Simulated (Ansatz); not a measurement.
Geometry optimisation, RKS PBE/STO-3G (Ansatz).

input.yaml

```yaml
crystal:
  periodic: [false, false, false]
  atoms:
    - { symbol: C, position_ang: [-1.4401, -1.9617, -0.8304] }
    - { symbol: Si, position_ang: [-0.4631, -1.8243, 0.6814] }
    - { symbol: S, position_ang: [-0.4834, 0.1665, 1.4595] }
    - { symbol: Si, position_ang: [1.0487, 0.9369, 0.1526] }
    - { symbol: "N", position_ang: [1.3825, 2.4154, 0.7832] }
    - { symbol: "N", position_ang: [0.1761, 1.528, -1.1938] }
    - { symbol: H, position_ang: [-2.4781, -1.5505, -0.6581] }
    - { symbol: H, position_ang: [-1.53, -2.933, -1.2011] }
    - { symbol: H, position_ang: [-1.0606, -1.3099, -1.618] }
    - { symbol: H, position_ang: [0.9332, -2.2817, 0.47] }
    - { symbol: H, position_ang: [-1.052, -2.7006, 1.7464] }
    - { symbol: H, position_ang: [1.85276, 2.57824, -0.13] }
    - { symbol: H, position_ang: [0.5151, 2.7841, 1.2923] }
    - { symbol: H, position_ang: [2.0563, 2.2866, 1.5397] }
    - { symbol: H, position_ang: [0.7941, 2.1916, -1.6] }
    - { symbol: H, position_ang: [-0.6167, 2.0813, -0.8481] }
basis:
  gaussian: { orbitals: STO-3G }
hamiltonian:
  xc: pbe
relax:
  f_tol: 0.02
  max_steps: 50
```

Run as:

```bash
$ ansatz run input.yaml --threads 1 --pin off --max-ram 2048MiB --backend cpu --events-out ev --progress --plain --runs-dir out
```

Q: Where does it end, and by what steps?

A: The forces met the threshold. Limits of this set-up: minimal basis. After 30 steps the energy has fallen by 4.771 eV; H13 moved furthest, 1.23 Å. The start is strongly strained (largest force component 12 eV/Å). Joined: N6–H13.

| step | energy less start (eV) | largest force component (eV/Å) | accepted |
| --- | --- | --- | --- |
| 0 | 0.0000 | 11.802 | yes |
| 2 | -3.3849 | 1.914 | yes |
| 4 | -3.8685 | 0.465 | yes |
| 6 | -3.9596 | 0.621 | yes |
| 8 | -3.9825 | 0.570 | yes |
| 10 | -4.0167 | 0.339 | yes |
| 12 | -3.9702 | 2.246 | no |
| 14 | -4.0708 | 0.398 | yes |
| 16 | -4.0979 | 0.376 | yes |
| 18 | -4.1192 | 0.428 | yes |
| 20 | -4.1941 | 0.879 | yes |
| 22 | -4.4848 | 0.780 | yes |
| 24 | -4.7290 | 0.558 | yes |
| 26 | -4.7612 | 0.532 | yes |
| 28 | -4.7698 | 0.110 | yes |
| 30 | -4.7705 | 0.013 | yes |

```xyz
16
Properties=species:S:1:pos:R:3
C -1.278 -2.251 -0.888
Si -0.533 -1.845 0.803
S -0.446 0.228 1.223
Si 0.991 0.809 -0.332
N 1.710 2.249 0.783
N -0.023 2.432 -0.774
H -2.308 -1.868 -0.981
H -1.311 -3.342 -1.048
H -0.682 -1.811 -1.705
H 0.779 -2.489 0.859
H -1.360 -2.480 1.823
H 2.725 2.512 0.644
H 0.801 2.854 0.101
H 1.574 2.163 1.829
H 0.047 2.801 -1.762
H -1.052 2.445 -0.529
```

Whether the end is a true minimum wasn't checked by a vibrational analysis.

Time of the run: 2.2 min on 1 thread of Arm Neoverse V2, with other jobs on the host, peak memory 0.16 GiB.
